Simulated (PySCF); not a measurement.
# Which functional comes closest?

Molecule: `C[Si](C)(C)O`, C3H10OSi.

Structure with atom numbers: `[CH3:1][Si:2]([CH3:3])([CH3:4])[OH:5]`; H(Xn) means a hydrogen on atom n.

Geometry PBE0-D3(BJ)/def2-SVP throughout; GIAO in PySCF, gas phase, one conformer, non-relativistic; equivalent atoms averaged; basis pcSseg-1.

Reference values (measured; solution, alcohol/water; C. Corminboeuf, T. Heine, J. Weber, Chem. Phys. Lett. 357 (2002) 1): δ(Si2) = 14.8 ppm vs TMS. Computed shifts are taken against TMS, calculated as an isolated molecule at each level.

Task: How do the functionals HF, LDA, PBE, BLYP, BP86, OPBE, KT2, KT3, B97-D, B3LYP, PBE0, mPW1PW91, WP04, B97-2, BHandHLYP, CAM-B3LYP, wB97X-D, LC-wPBE perform against the reference? Times are CPU seconds on shared hosts with different chips, so compare them loosely.

Result: 
| functional | kind | Si2 | abs. error Si | core-s |
| --- | --- | --- | --- | --- |
| HF | Hartree–Fock | 14.7 | 0.1 | 5.4 |
| LDA | LDA | 27.0 | 12.2 | 15 |
| PBE | GGA | 22.4 | 7.6 | 18 |
| BLYP | GGA | 19.1 | 4.3 | 18 |
| BP86 | GGA | 22.1 | 7.3 | 18 |
| OPBE | GGA | 21.2 | 6.4 | 19 |
| KT2 | GGA | 23.2 | 8.4 | 20 |
| KT3 | GGA | 18.9 | 4.1 | 19 |
| B97-D | GGA | 18.0 | 3.2 | 18 |
| B3LYP | global hybrid | 18.8 | 4.0 | 11 |
| PBE0 | global hybrid | 21.6 | 6.8 | 7.8 |
| mPW1PW91 | global hybrid | 21.2 | 6.4 | 12 |
| WP04 | global hybrid | 11.9 | 2.9 | 18 |
| B97-2 | global hybrid | 19.3 | 4.5 | 18 |
| BHandHLYP | global hybrid | 17.6 | 2.8 | 17 |
| CAM-B3LYP | range-separated hybrid | 20.7 | 5.9 | 24 |
| wB97X-D | range-separated hybrid | 21.6 | 6.8 | 24 |
| LC-wPBE | range-separated hybrid | 24.6 | 9.8 | 32 |

For $^{29}$Si the closest is HF (0.1 ppm) and the furthest LDA (12.2 ppm). One molecule is a small sample, and vibrational and solvent effects are absent from the calculation.
